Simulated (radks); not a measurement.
All-electron atom: Tl35+ in [Kr] 4d10. Calculated with a radial shooting solver on a logarithmic mesh with Libxc functionals: Dirac Kohn-Sham, PBE, spin-unpolarised, spherical densities, point nucleus.

Unscreened Slater integrals over Kohn-Sham orbitals (cm^-1). Large and small components are both included.

integral,value
"F0(4d5/2,4d5/2)",504670
"F2(4d5/2,4d5/2)",257360
"F4(4d5/2,4d5/2)",175010
"F0(4d5/2,4d3/2)",509450
"F2(4d5/2,4d3/2)",259280
"G2(4d5/2,4d3/2)",257830
"G4(4d5/2,4d3/2)",175390
"F0(4d5/2,4p3/2)",503050
"F2(4d5/2,4p3/2)",257720
"G1(4d5/2,4p3/2)",319220
"G3(4d5/2,4p3/2)",204660
"F0(4d5/2,4p1/2)",520020
"G3(4d5/2,4p1/2)",211960
"F0(4d3/2,4d3/2)",514430
"F2(4d3/2,4d3/2)",261550
"F0(4d3/2,4p3/2)",507690
"F2(4d3/2,4p3/2)",259250
"G1(4d3/2,4p3/2)",317500
"G3(4d3/2,4p3/2)",204130
"F0(4d3/2,4p1/2)",525360
"G1(4d3/2,4p1/2)",339060
"F0(4p3/2,4p3/2)",502810
"F2(4p3/2,4p3/2)",261770
"F0(4p3/2,4p1/2)",519300
"G2(4p3/2,4p1/2)",262090
"F0(4p1/2,4p1/2)",538460
